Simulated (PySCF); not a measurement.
Two species compared at the same levels of theory.

First species: C3H9NO3SSi.
SMILES with atom numbers: `[O:1]=[S:2](=[O:3])([OH:4])[C@@H:5]1[CH2:6][CH2:7][NH:8][SiH2:9]1` (hydrogens: H10 on O4; H11 on C5; H12, H13 on C6; H14, H15 on C7; H16 on N8; H17, H18 on Si9)

Second species: C3H7ClO2Si.
Structure used (PBE0-D3(BJ)/def2-SVP), in Å, numbered top down from 1:
```
atom  x, y, z in Å
Cl1    7.6236    1.6623    4.8095
Si2    6.8329    1.7612    2.9035
O3     6.0261    0.3586    2.5821
C4     4.6936    0.2094    3.0439
C5     3.8424    1.4317    2.7259
C6     4.4063    2.7145    3.3223
O7     5.7196    2.9781    2.8569
H8     7.9132    1.9866    1.9304
H9     4.6986    0.0208    4.1346
H10    4.2755   -0.6868    2.5606
H11    2.8193    1.2717    3.1039
H12    3.7726    1.5465    1.6312
H13    4.4092    2.6534    4.4276
H14    3.7794    3.5759    3.0458
```

Levels: CAM-B3LYP/def2-SVPD for HOMO energy, LUMO energy, HOMO–LUMO gap and static isotropic polarisability; TDDFT CAM-B3LYP/def2-SVPD for lowest singlet excitation; TDA CAM-B3LYP/def2-SVPD for lowest triplet excitation (Tamm–Dancoff); ΔSCF CAM-B3LYP/def2-SVPD for vertical ionisation energy. Geometries: PBE0-D3(BJ)/def2-SVP. Each structure is a single optimised conformer of the isolated species, non-relativistic unless stated. Electronic properties by PySCF.

```csv
property,column X,column Y
HOMO energy,-9.85 eV,-8.43 eV
LUMO energy,1.08 eV,0.53 eV
HOMO–LUMO gap,10.93 eV,8.96 eV
lowest singlet excitation,8.02 eV,5.98 eV
lowest triplet excitation (Tamm–Dancoff),7.79 eV,5.67 eV
static isotropic polarisability,75.8 au,94.7 au
vertical ionisation energy,10.63 eV,9.14 eV
```

Question: Which column belongs to which species?

Answer: Column X is the second species and column Y the first. The first has 18 atoms and 88 electrons, the second 14 and 72.

Question: How does each property change from the first species to the second?

Answer: HOMO energy -1.42 eV; LUMO energy +0.55 eV; HOMO–LUMO gap +1.97 eV; lowest singlet excitation +2.04 eV; lowest triplet excitation (Tamm–Dancoff) +2.12 eV; static isotropic polarisability -18.9 au; vertical ionisation energy +1.49 eV.

On the first: S1 lies 2.98 eV below the HOMO–LUMO gap; its leading configuration is HOMO→LUMO+1, weight 0.89. The ΔSCF ionisation energy exceeds −ε(HOMO) by 0.71 eV with CAM-B3LYP.

On the second: No computed singlet falls in the visible range (750 to 380 nm, 1.65 to 3.26 eV); S1 lies 4.76 eV above its blue end. The ΔSCF ionisation energy exceeds −ε(HOMO) by 0.78 eV with CAM-B3LYP.
